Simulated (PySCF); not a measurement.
SnO2, SMILES [O]=[Sn]=[O].

Geometry: r2SCAN-D4/def2-TZVP. The def2 effective core potentials stand for the cores of Sn; spin–orbit coupling is left out.

All values below come from TDA-CAM-B3LYP/def2-SVPD run with PySCF.

Vertical excitations; the highest root listed may be one member of a degenerate set. Isolated molecule, no solvent. State labels are in the subgroup D2h.

Computed UV-visible absorptions:
```tsv
state	symmetry	energy (eV)	λ (nm)	f	main pairs
S1	B2g	3.45	360	0.000	HOMO−1→LUMO (degenerate set)
S2	B3g	3.45	360	0.000	HOMO→LUMO (degenerate set)
S3	B3u	4.73	262	0.051	HOMO−2→LUMO (degenerate set)
S4	B2u	4.73	262	0.051	HOMO−3→LUMO (degenerate set)
S5	Au	4.97	250	0.000	HOMO−1→LUMO+1 50 %, HOMO→LUMO+2 50 %
S6	B1u	5.02	247	0.020	HOMO−4→LUMO 53 %, HOMO−1→LUMO+2 23 %, HOMO→LUMO+1 23 %
S7	Au	5.13	242	0.000	HOMO→LUMO+2, HOMO−1→LUMO+1 (degenerate set)
S8	B1u	5.13	242	0.000	HOMO→LUMO+1, HOMO−1→LUMO+2 (degenerate set)
S9	B1g	6.03	206	0.000	HOMO−2→LUMO+1 49 %, HOMO−3→LUMO+2 49 %
S10	B1g	6.30	197	0.000	HOMO−3→LUMO+2 50 %, HOMO−2→LUMO+1 50 %
T1	B2g	2.80	443	0	HOMO−1→LUMO (degenerate set)
T2	B3g	2.80	443	0	HOMO→LUMO (degenerate set)
T3	B1u	3.74	332	0	HOMO−4→LUMO 87 %
T4	B3u	3.92	316	0	HOMO−2→LUMO 95 %
```
Triplets are in the Tamm–Dancoff approximation.
